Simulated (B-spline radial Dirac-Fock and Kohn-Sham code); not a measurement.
A summary of the ionisation energies of zinc (Z = 30) against charge, from multi-electron Dirac-Fock with separately optimised hole states, Breit and Lamb-shift corrections added in first order and from the NIST table. The largest relative steps of the computed values, from charge +5 on, come at Zn⁵⁺ (25 electrons left, 83.31 to 109.8 eV); Zn¹²⁺ (18 electrons left, 308.3 to 417.8 eV); Zn²⁰⁺ (10 electrons left, 736.7 to 1852.1 eV); Zn²⁸⁺ (2 electrons left, 2781.8 to 11863.4 eV). The median of |NIST − computed| / NIST over the 30 ions is 0.62 %.

| charge | computed (eV) | NIST (eV) |
| --- | --- | --- |
| 0 | 7.79 | 9.394197 |
| 2 | 37.15 | 39.7233 |
| 4 | 83.31 | 82.6 |
| 6 | 138.3 | 133.9 |
| 8 | 200.9 | 203 |
| 10 | 270.8 | 274.4 |
| 12 | 417.8 | 417.6 |
| 14 | 493.1 | 490.6 |
| 16 | 572.0 | 577.8 |
| 18 | 693.4 | 697.5 |
| 20 | 1852.1 | 1846.8 |
| 22 | 2092.8 | 2085 |
| 24 | 2345.0 | 2358 |
| 26 | 2662.6 | 2669.9 |
| 28 | 11863.4 | 11864.94 |
